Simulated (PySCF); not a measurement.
CH₃F₃O₃Si, SMILES O[Si](O)(O)C(F)(F)F. Atoms are numbered in the order given.

```xyz
11

O     -1.4357     0.5971     1.3770
Si     0.0000     0.0000     0.8608
O      1.2350     0.9448     1.3770
O      0.2007    -1.5419     1.3770
C      0.0000     0.0000    -1.0612
F     -0.4099     1.1784    -1.5626
F      1.2255    -0.2342    -1.5626
F     -0.8156    -0.9442    -1.5626
H     -1.6586     1.5053     1.1529
H      2.1330     0.6838     1.1529
H     -0.4743    -2.1891     1.1529
```
Charge 0, spin multiplicity 1.

Geometry: PBE0-D3(BJ)/def2-SVP. One conformer was computed; it need not be the lowest.

Method: PBE0-D3(BJ)/def2-SVP (PySCF).

Frequencies are harmonic and unscaled.

Modes within 1.5 cm⁻¹ of each other (mostly degenerate sets) share a row, with their intensities summed.

Computed harmonic wavenumbers and intensities:
```csv
mode,ν (cm⁻¹),IR (km/mol),moving atoms (share of kinetic energy)
1,43,1.7,"F 59 %, O 37 %"
2–3,72,38.7,"H 53 %, O 27 %, F 18 %"
4–5,174,68.1,"H 37 %, F 34 %, O 24 %"
6,227,181.7,"H 82 %, F 10 %"
7,271,95.7,"O 49 %, F 31 %, H 16 %"
8–9,281,5.4,"O 57 %, F 24 %, H 16 %"
10–11,346,55.9,"O 44 %, F 23 %, Si 21 %, H 11 %"
12,481,125.7,"Si 52 %, O 30 %, F 15 %"
13–14,536,2.0,"F 89 %, C 8 %"
15,744,28.9,"F 71 %, O 12 %, C 11 %"
16–17,772,445.6,"H 73 %, O 26 %"
18,784,92.6,H 84 %
19,839,133.6,"O 66 %, Si 22 %, F 9 %"
20–21,1012,283.4,"Si 48 %, O 41 %, H 10 %"
22–23,1178,528.3,"C 72 %, F 27 %"
24,1287,85.2,"C 76 %, F 20 %"
25–26,3939,403.9,H 94 %
27,3941,0.8,H 94 %
```
